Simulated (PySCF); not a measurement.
**Osmium: highly charged ions in a basis for the neutral atom**

Os⁷⁺ [Xe] 4f14 5d1, Os⁸⁺ [Xe] 4f14. Computed with PySCF 2.14 in cc-pVTZ-PP with ECP60MDF (5s5p4d2f1g, 63 functions), with scalar relativity through the core potential. No spin-orbit coupling, so a gap to NIST mixes the basis error with missing relativistic terms.

Changed run: basis of the neutral atom used for a highly charged ion. This setting is unsound on purpose.

| species | method | sound run (hartree) | changed run (hartree) | converged |
| --- | --- | --- | --- | --- |
| Os⁷⁺ | UHF | not run | -79.07644 | yes |
| Os⁷⁺ | r2SCAN | not run | -79.51769 | yes |
| Os⁷⁺ | PBE | not run | -79.48538 | yes |
| Os⁸⁺ | UHF | not run | -75.39587 | yes |
| Os⁸⁺ | r2SCAN | not run | -75.80549 | yes |
| Os⁸⁺ | PBE | not run | -75.76495 | yes |

Ionisation energy of Os⁷⁺:

```csv
method,changed run (eV),NIST (eV)
UHF,100.15,102.02 ± 0.07
r2SCAN,101.01,102.02 ± 0.07
PBE,101.24,102.02 ± 0.07
```

The contracted functions were made for the neutral atom and can be too rigid for a highly charged ion.
